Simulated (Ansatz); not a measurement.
Geometry optimisation, DFT PBE, scalar-relativistic, plane waves, PAW in Ansatz.

Input:

```yaml
crystal:
  lattice:
    - [6.6, 0.0, 0.0]
    - [0.0, 6.6, 0.0]
    - [0.0, 0.0, 6.6]
  atoms:
    - { symbol: Nb, position: [0.0, 0.0, 0.0] }
    - { symbol: Nb, position: [0.5, 0.0, 0.0] }
    - { symbol: Nb, position: [0.0, 0.5, 0.0] }
    - { symbol: Nb, position: [0.0, 0.0, 0.5] }
    - { symbol: Nb, position: [0.25, 0.25, 0.25] }
    - { symbol: Nb, position: [0.5, 0.5, 0.0] }
    - { symbol: Nb, position: [0.5, 0.0, 0.5] }
    - { symbol: Nb, position: [0.75, 0.25, 0.25] }
    - { symbol: Nb, position: [0.0, 0.5, 0.5] }
    - { symbol: Nb, position: [0.25, 0.75, 0.25] }
    - { symbol: Nb, position: [0.25, 0.25, 0.75] }
    - { symbol: Nb, position: [0.5, 0.5, 0.5] }
    - { symbol: Nb, position: [0.75, 0.75, 0.25] }
    - { symbol: Nb, position: [0.75, 0.25, 0.75] }
    - { symbol: Nb, position: [0.25, 0.75, 0.75] }
    - { symbol: Nb, position: [0.75, 0.75, 0.75] }
    - { symbol: H, position: [0.37634351, 0.24305819, 0.00730663] }
basis:
  ecutwfc: 420.0
kpoints:
  mp_grid: { grid: [3, 3, 3] }
hamiltonian:
  xc: pbe
scf:
  occupations: { method: gaussian, width: 0.05 }
  lower_state_search: "off"
relax:
  f_tol: 0.03
  max_steps: 60
  adjacent_minimum: "off"
output:
  write_density: true
  write_potential: true
  elf: true
  volumetric_format: npy
```

Launched with:

```bash
$ ansatz run input.yaml --threads 4 --pin off --max-ram 10240MiB --backend cpu --events-out ev --progress --plain --runs-dir out
```

Task: Where does it end, and by what steps?

Result: The run converged. The force dipped under the threshold on the way, but the program's further checks kept it going. Limits of this set-up: coarse k mesh, odd electron count without spin. After 4 steps the energy has fallen by 0.139 eV; H17 moved furthest, 0.06 Å.

| step | energy less start (eV) | largest force component (eV/Å) | accepted |
| --- | --- | --- | --- |
| 0 | 0.0000 | 1.209 | yes |
| 1 | 0.1349 | 1.144 | no |
| 2 | -0.1300 | 0.184 | yes |
| 3 | -0.1389 | 0.013 | yes |
| 4 | -0.1389 | 0.013 | yes |

```xyz
17
Lattice="6.6000 0.0000 0.0000 0.0000 6.6000 0.0000 0.0000 0.0000 6.6000" Properties=species:S:1:pos:R:3
Nb 0.001 -0.008 0.003
Nb 3.338 -0.043 0.003
Nb 0.001 3.303 0.003
Nb -0.016 -0.003 3.303
Nb 1.613 1.648 1.693
Nb 3.338 3.337 0.002
Nb 3.289 -0.003 3.303
Nb 4.950 1.647 1.659
Nb -0.016 3.298 3.303
Nb 1.662 4.947 1.653
Nb 1.613 1.648 4.913
Nb 3.289 3.297 3.303
Nb 4.967 4.947 1.653
Nb 4.950 1.647 4.947
Nb 1.662 4.947 4.953
Nb 4.967 4.947 4.952
H 2.476 1.647 0.003
```

Run time: 81 s on 4 threads of Arm Neoverse V1, with other jobs on the host, peak memory 1.3 GiB.
